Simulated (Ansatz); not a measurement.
Computed with Ansatz on PBE0-D4/def2-TZVP structures; ΔE is electronic, products minus reactants. CCSD(T)/CBS adds triple-zeta CCSD(T) − MP2 to the extrapolated MP2 energy (def2 sets, frozen cores). This one scheme is used for every species. For Zn outer-core shells are correlated without core-valence functions, which leaves a few kJ/mol of doubt a bond. Scalar relativity is left out up to krypton.

Consider the formal exchange of groups at a C–Si bond: `F[CH]([SiH3])[ZnH]` + CH₄ → `C[CH](F)[ZnH]` + SiH₄.

`F[CH]([SiH3])[ZnH]`:

Cartesian coordinates in Å:
```
F -1.756 0.537 0.670
C -0.757 0.083 -0.224
Si 0.878 0.930 0.149
Zn -0.675 -1.887 -0.096
H -1.078 0.364 -1.235
H 1.373 0.545 1.498
H 1.847 0.435 -0.871
H 0.800 2.414 0.078
H -0.633 -3.421 0.031
```

CH₄:

Cartesian coordinates in Å:
```
C 0.000 0.000 0.000
H 0.759 0.435 -0.649
H 0.482 -0.613 0.762
H -0.673 -0.619 -0.592
H -0.568 0.797 0.480
```

`C[CH](F)[ZnH]`:

Cartesian coordinates in Å:
```
C -1.030 -0.265 -0.428
C 0.402 -0.440 0.016
F 0.420 -1.339 1.108
Zn 1.350 1.191 0.621
H -1.644 0.209 0.341
H -1.067 0.365 -1.323
H -1.485 -1.230 -0.676
H 0.965 -0.939 -0.782
H 2.090 2.447 1.125
```

SiH₄:

Cartesian coordinates in Å:
```
Si 0.000 0.000 0.000
H -0.799 1.055 0.672
H -0.367 -0.059 -1.437
H -0.279 -1.312 0.636
H 1.445 0.316 0.130
```

```
             species  CCSD(T)/def2-TZVPP energy (Eh)
`F[CH]([SiH3])[ZnH]`                     -2208.05668
                 CH₄                       -40.43861
     `C[CH](F)[ZnH]`                     -1957.04852
                SiH₄                      -291.43564
```

(1) Work out ΔE.

Largest T1 diagnostic among the species: 0.015.

Answers

(1) ΔE = (-1957.04852) + (-291.43564) − (-2208.05668) − (-40.43861) = 0.01113 Eh = +29.2 kJ/mol. CCSD(T)/CBS gives +32.0 kJ/mol.

In def2-TZVPP, CCSD(T) changes the Hartree–Fock value by +5.4 kJ/mol (the triples alone add +1.2 kJ/mol) and MP2 by +7.4 kJ/mol. The D4 term adds +3.0 kJ/mol with B3LYP and +1.7 kJ/mol with PBE0; it sums over pairs of atoms, weighted by their polarisabilities, and B3LYP, whose exchange is more repulsive, gets the larger term.

B3LYP here is the variant with VWN-RPA as its local correlation; programs differ in this.
